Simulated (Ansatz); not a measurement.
A search over several starts for the lowest SCF solution of Si(GeH3)2H2 (SiGe₂H₈) at the given spin, in a small basis.

```yaml
crystal:
  periodic: [false, false, false]
  atoms:
    - {symbol: Si, position_ang: [-0.806397, 0.001481, -0.571955]}
    - {symbol: Ge, position_ang: [-0.845904, -0.017339, 1.811528]}
    - {symbol: H, position_ang: [0.073613, -1.129416, 2.350968]}
    - {symbol: H, position_ang: [-2.271426, -0.263396, 2.341012]}
    - {symbol: H, position_ang: [-0.346473, 1.332783, 2.359568]}
    - {symbol: Ge, position_ang: [1.429133, 0.017718, -1.398185]}
    - {symbol: H, position_ang: [2.154218, -1.274713, -0.977892]}
    - {symbol: H, position_ang: [2.203804, 1.217851, -0.821591]}
    - {symbol: H, position_ang: [1.452246, 0.114082, -2.935464]}
    - {symbol: H, position_ang: [-1.531228, 1.213293, -1.067489]}
    - {symbol: H, position_ang: [-1.511606, -1.212325, -1.090491]}
basis:
  gaussian: {orbitals: def2-SVP, initial_orbitals: start.molden}
hamiltonian: {xc: pbe0, dispersion: d4}
output: {orbitals: {seedname: orbitals}}
```

The file start.molden holds the orbitals of an earlier run on this structure, at another level or in another basis.

```sh
$ ansatz run in.yaml --threads 2 --pin off --events-out ev --progress --plain --max-ram 4352MiB
```

It prints (some lines left out):

```
Functional definition: PBE0
1209 factors; integrals over basis functions are off by at most 1.4e-3 eV
mean field evaluation 1: about -121009.8424 eV, gradient 2.3e-1 eV
mean field evaluation 2: about -121009.8817 eV, gradient 3.7e-4 eV
mean field evaluation 4: about -121009.8817 eV, gradient 9.3e-6 eV
mean field evaluation 8: about -121009.8422 eV, gradient 2.1e-1 eV
mean field evaluation 16: about -121009.8817 eV, gradient 3.5e-4 eV
mean field -121009.88174165 eV, -4447.0311305616 hartree, gradient 9.3e-6 eV, S^2 0.000000; 1 other end points of the search recorded, 0 dependent functions left out
reference -121009.88177474 eV, -4447.0311317779 hartree; 43, 43 occupied and 79, 79 virtual orbitals, 1209 factors
Total energy: -121010.08601128 eV, -4447.0386373322 hartree
```

It took 2.7 s on 2 threads of Arm Neoverse V2 on a shared host.
